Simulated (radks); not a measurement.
Question: These are the eigenvalues of the occupied orbitals of an atom or ion with whole-number occupations (eV). Method: scalar-relativistic Kohn-Sham, XLYP, spin-unpolarised, spherical densities, point nucleus; computed with a radial shooting solver on a logarithmic mesh with Libxc functionals.

| orbital | eigenvalue |
|---|---|
| 1s | -19895.31 |
| 2s | -2867.786 |
| 2p | -2571.059 |
| 3s | -542.7969 |
| 3p | -445.5965 |
| 3d | -287.5105 |
| 4s | -127.3259 |
| 4p | -100.2553 |
| 4d | -60.7410 |

Which element is it, and in what charge state? The configuration may be excited.

Answer: Z = 42, molybdenum, charge +5: Mo5+ in [Kr] 4d1. The list shows which subshells hold electrons but not how many an open one holds; the 1s level, -731.14 hartree, gives Z - s = 38.2 by -(Z - s)^2/2, which with screening and relativity narrows Z to a few neighbours, and the depths of the outer levels then fix element, charge and occupations together.
